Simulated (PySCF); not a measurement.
C3H3, multiplicity 2. Atoms are numbered in the order given.

```xyz
6

C      0.0000     0.0000     1.3374
C      0.0000     0.0000     0.1130
C      0.0000     0.0000    -1.2491
H      0.0000     0.0000     2.4004
H      0.0000    -0.9300    -1.8042
H      0.0000     0.9300    -1.8042
```
Charge 0, spin multiplicity 2.

The structure is a stationary point at r2SCAN-D4/def2-TZVP. The isomer is the one that the SMILES or the coordinates give; other isomers of the formula were not compared.

Calculation: ωB97X/def2-TZVPD in PySCF.

Gas-phase values at a fixed geometry.

Computed frontier levels, dipole moment and polarisability:
```json
{
 "α spin, highest occupied and lowest empty level": "-8.57 and 2.01 eV",
 "β spin, highest occupied and lowest empty level": "-10.34 and -0.39 eV",
 "dipole_moment": "0.12 D",
 "quadrupole, principal values (traceless, Buckingham form, about the centre of nuclear charge)": "-4.73, -1.97, 6.70 D·Å",
 "mean_static_polarisability": "38.1 bohr³ (5.64 Å³)",
 "polarisability_principal_values": "26.8, 28.0, 59.5 bohr³",
 "⟨S²⟩": "0.786 (pure state 0.75)"
}
```
